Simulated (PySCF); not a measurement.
# Vertical ionisation of several complexes

Computed with PySCF 2.14.0, PBE0, def2-SVP on the ligands and scalar-relativistic core potentials on the metal (def2; Stuttgart 1997 for actinides; CRENBL for Ra), no spin-orbit coupling, vacuum. One electron is taken off at the relaxed geometry; the lower of the one or two spin states computed is given. Charges are Mulliken's.

```tsv
compound	state	point group	M–first ligand (Å)	ionisation energy (eV)	−ε(HOMO) (eV)	state after	change of charge on M (e)	spin on M after (e)
[Y(H2O)2]3+	singlet	C1	2.178	29.36	26.88	doublet	0.23	-0.05
[Lu(H2O)5]3+	singlet	C2, nearly C2v	2.220	25.78	23.78	doublet	0.13	-0.05
[Bi(NH3)]3+	singlet	C3v	2.318	31.86	29.27	doublet	0.48	0.19
```

(1) What follows for compound [Ce(H2O)4]3+, state doublet, point group S4, M–first ligand (Å) 2.370?

One start shape was tried for each compound. Distances are means of the shortest metal–ligand contacts. Open shells may have lower solutions than those found. Not shown here to be minima: [Lu(H2O)5]3+.

Results:

(1) ionisation energy (eV): 25.26, −ε(HOMO) (eV): 22.47, state after: singlet, change of charge on M (e): 0.31, spin on M after (e): 0.00.
